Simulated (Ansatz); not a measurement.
Total energies of `C[O][SnH2][SeH]`.

Z-matrix (Å, degrees):
```
C
O 1 1.405
H 1 1.100 2 112.4
H 1 1.098 2 112.3 3 122.2
H 1 1.094 2 108.2 3 -118.8
Sn 2 1.963 1 119.7 3 -63.2
Se 6 2.527 2 108.8 1 -55.2
H 6 1.696 2 103.6 1 -172.6
H 6 1.707 2 108.1 1 63.0
H 7 1.469 6 91.5 2 95.7
```

Total charge 0; spin multiplicity 1. Correlated methods include outer-core shells of Se, Sn, which these sets cover unevenly. Scalar relativity is left out up to krypton. Sn takes the def2 core potential. All single points use the PBE0-D4/def2-TZVP geometry. It is one conformer, not always the lowest. Basis def2-TZVPP, Ansatz.

RPA on PBE orbitals: Hartree–Fock energy of these orbitals -2729.41832 Eh, correlation -1.57304 Eh (frozen core).

```csv
functional,energy without D4 (Eh),D4 term (kJ/mol)
LDA (SPW92),-2728.15747,–
PBE,-2732.35219,-21.8
revPBE,-2732.66625,-57.2
BLYP,-2732.79802,-46.2
r2SCAN,-2732.86582,-5.3
B97M-V,-2732.40285,–
PBE0,-2732.44742,-18.8
B3LYP,-2732.97360,-35.4
r2SCANh,-2732.84446,-5.8
r2SCAN0,-2732.81403,-6.4
HSE06 (plane-wave form),-2732.44260,-17.8
BHLYP,-2732.70878,-30.9
CAM-B3LYP,-2732.91756,-19.5
LC-ωPBE,-2732.50017,–
ωB97X-V,-2732.58374,–
ωB97M-V,-2732.61921,–
B2PLYP,-2732.17998,–
PBE-QIDH,-2731.92035,–
```

B3LYP takes the VWN-RPA correlation (the form of Gaussian; ORCA's B3LYP/G). HSE06 is the plane-wave form, built on full-range PBE exchange. The double hybrids freeze the cores in their second-order part.

LC-ωPBE has ω = 0.4 bohr⁻¹.
